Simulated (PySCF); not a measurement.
## Radial density of F²⁺ (fluorine, charge +2)

UHF, [He] 2s2 2p3, high-spin 4S determinant. Computed with PySCF 2.14 in dyall-av2z (11s7p2d, 42 functions), with no relativity, point nucleus.

| r (bohr) | 4πr²ρ (e/bohr) | 4πr²(ρα − ρβ) |
| --- | --- | --- |
| 0.00314 | 0.05287 | 0.0000 |
| 0.00528 | 0.1445 | 0.0001 |
| 0.00888 | 0.3819 | 0.0003 |
| 0.0149 | 0.9708 | 0.0007 |
| 0.0251 | 2.286 | 0.0020 |
| 0.0423 | 4.767 | 0.0066 |
| 0.0711 | 8.075 | 0.0295 |
| 0.120 | 9.755 | 0.1413 |
| 0.201 | 7.017 | 0.5804 |
| 0.338 | 3.833 | 1.7774 |
| 0.569 | 5.145 | 3.1931 |
| 0.957 | 4.371 | 2.4435 |
| 1.61 | 0.9626 | 0.5244 |
| 2.71 | 0.02699 | 0.0129 |
| 4.56 | 5.190e-05 | 0.0000 |
